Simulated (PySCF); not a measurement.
C₅H₄O₃S.
Cartesian coordinates in Å at the GFN2-xTB level; atoms count from 1:
```xyz
13
C5H4O3S angstrom
C      3.822   -0.406    1.245
C      2.770   -0.219    0.689
C      1.583   -0.007    0.066
C      0.537    0.205   -0.500
C     -0.728    0.397   -1.126
S     -1.875   -0.790   -0.364
O     -1.371   -2.112   -0.505
O     -3.214   -0.504   -0.786
O     -1.772   -0.339    1.182
H      4.736   -0.575    1.730
H     -1.148    1.385   -0.951
H     -0.709    0.165   -2.188
H     -2.636   -0.060    1.490
```

Level of theory: PBE0/def2-SVPD in PySCF (dipole) on a GFN2-xTB geometry, gas phase.

Take the most abundant isotopes and a rigid rotor. The values belong to one conformer with, in the numbering `[CH:1]#[C:2][C:3]#[C:4][CH2:5][S:6](=[O:7])(=[O:8])[OH:9]`, C4–C5–S6–O7 -57°, C5–S6–O9–H 119°.

**Question.** What are A, B and C (MHz)?

**Answer.** Ia = 127.34, Ib = 755.82, Ic = 774.33 u·Å²; 505379 MHz·u·Å²/I gives A = 3969, B = 668.6, C = 652.7 MHz.

**Question.** Classify the top.

**Answer.** A near-prolate asymmetric top; Ray's κ = -0.990.

**Question.** Is it planar, by Δ = Ic − Ia − Ib?

**Answer.** Not planar: Δ = Ic − Ia − Ib = -108.84 u·Å². For a rigid frame Δ = −2 Σ m c², so Σ m c² = 54.42 u·Å² lies off the ab plane: 4.72 from hydrogen and 49.70 from heavier atoms. The atom farthest from that plane is 1.75 Å away.

**Question.** Give the other two planar moments, Paa and Pbb, and the rms extents of the mass along the axes.

**Answer.** Paa = Σ m a² = (Ib + Ic − Ia)/2 = 701.41 and Pbb = Σ m b² = (Ia + Ic − Ib)/2 = 72.92 u·Å². With the mass M = 143.99 u, the rms extents √(P/M) along a, b and c are 2.21, 0.71, 0.61 Å.

**Question.** Which types of transition are allowed, and where do some lines up to J = 2 fall?

**Answer.** The dipole components are |μa| = 1.68 D, |μb| = 1.54 D, |μc| = 2.52 D. The squared components, which scale the intensities, stand as 0.44 : 0.37 : 1.00 (a : b : c). Some of the stronger lines:

| type | branch | J(Ka,Kc) | MHz | lower level (cm⁻¹) |
| --- | --- | --- | --- | --- |
| a | R | 2(1,2) ← 1(1,1) | 2627 | 0.154 |
| a | R | 2(0,2) ← 1(0,1) | 2643 | 0.044 |
| c | Q | 2(1,2) ← 2(0,2) | 3284 | 0.132 |
| c | Q | 1(1,1) ← 1(0,1) | 3300 | 0.044 |
| b | Q | 1(1,0) ← 1(0,1) | 3316 | 0.044 |
| b | Q | 2(1,1) ← 2(0,2) | 3332 | 0.132 |
| b | R | 1(1,1) ← 0(0,0) | 4621 | 0.000 |
| c | R | 1(1,0) ← 0(0,0) | 4637 | 0.000 |
| c | R | 2(1,1) ← 1(0,1) | 5975 | 0.044 |
| c | Q | 2(2,1) ← 2(1,1) | 9900 | 0.243 |
| b | Q | 2(2,0) ← 2(1,1) | 9900 | 0.243 |
| b | R | 2(2,1) ← 1(1,0) | 12559 | 0.155 |
| b | R | 2(2,0) ← 1(1,1) | 12575 | 0.154 |

**Question.** Estimate the classical rotational partition function at 25 K, 100 K and 200 K.

**Answer.** Point group C1, symmetry number σ = 1; q = (√π/σ)·√((kT/h)³/(ABC)), k/h = 20836.6 MHz/K: 16000 at 25 K, 128000 at 100 K, 362000 at 200 K.

GFN2-xTB frequencies: not computed here. Zero-point vibration and centrifugal distortion are left out.
